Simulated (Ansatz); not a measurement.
# CuO, doublet: energies of several shapes or isomers

Program: Ansatz, Gaussian basis, development build. Basis def2-SVP, nonrelativistic, 6 orbitals frozen in the corrections; active space CAS(17,10). Restricted Hartree–Fock, then the lowest state-specific CASSCF solution met for each case. The basis is small, far from the limit. On stretched bonds single-reference methods can fail or change state. Solutions in different active orbitals can move differences by tenths of an eV and at times more than 1 eV.

Case A: bond length 5.1720 Å. A bond is stretched, to 2.61 times the sum of the covalent radii.

Case B: bond length 2.5860 Å. A bond is stretched, to 1.31 times the sum of the covalent radii.

Case C: bond length 3.4480 Å. A bond is stretched, to 1.74 times the sum of the covalent radii.

Energy less that of case A, in eV:

| case | RHF/ROHF | CASSCF |
| --- | --- | --- |
| B | -2.425 | -0.349 |
| C | -0.522 | -0.042 |

**Question.** What does SC-NEVPT2 give for these differences?

**Answer.** B: -0.789 eV (-18.2 kcal/mol); C: -0.071 eV (-1.6 kcal/mol).

**Question.** Which case is lowest, and do the methods agree?

**Answer.** B is lowest in SC-NEVPT2. Of the methods shown, RHF/ROHF, CASSCF agree.
